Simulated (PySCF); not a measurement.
## Correlation energy of N (nitrogen, neutral)

Starting occupation: [He] 2s2 2p3, 2p3/2 with m_j = -1/2, +1/2, +3/2. All numbers are calculated (PySCF 2.14, X2C-1e with screened-nucleus spin-orbit coupling, Gaussian nucleus, in x2c-SVPall-2c with one added diffuse shell of s type (4s2p1d, 15 functions)). Frozen: 1s2; 5 electrons correlated.

MP2 pair energies summed by pair of shells (mhartree):

| pair | energy | share (%) |
| --- | --- | --- |
| 2p-2s | -44.56 | 63.8 |
| 2p-2p | -17.60 | 25.2 |
| 2s-2s | -7.69 | 11.0 |

Total MP2 correlation energy: -69.85 mhartree.

The GHF reference relaxed away from the jj start to a determinant that is no pure jj level (⟨S²⟩ = 3.76, ⟨J²⟩ = 3.76); the energies belong to that determinant.
